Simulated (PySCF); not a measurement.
# Electronic structure of Li⁺ (lithium, charge +1) at the UHF level

Configuration: 1s2, closed-shell 1S. Calculation: PySCF 2.14, in pcseg-2 (4s2p1d, 15 functions); the non-relativistic Hamiltonian (point nucleus).

| Quantity | Value |
| --- | --- |
| Total energy | -7.234606 hartree |
| One-electron energy | -8.8760 hartree |
| Hartree (Coulomb) energy | 3.2829 hartree |
| Exchange energy | -1.6414 hartree |
| Kinetic energy | 7.22719 hartree |
| ⟨S²⟩ | 0.0000 |
| ⟨L²⟩ | 0.000 |
| Sum of ⟨r⟩ | 1.155 bohr |
| Sum of ⟨r²⟩ | 0.9129 bohr² |
| Density at the nucleus (Gaussians lack the cusp) | 13.3 bohr⁻³ |
| Langevin diamagnetic susceptibility | -0.723 ×10⁻⁶ cm³/mol |
| Time after the integrals | 0.02 s of wall time on 1 thread of Neoverse-V2 (shared host) |

| shell | electrons | mean orbital energy (eV) | rms radius, mean of both spins (bohr) |
| --- | --- | --- | --- |
| 1s | 2 | -76.099 | 0.676 |
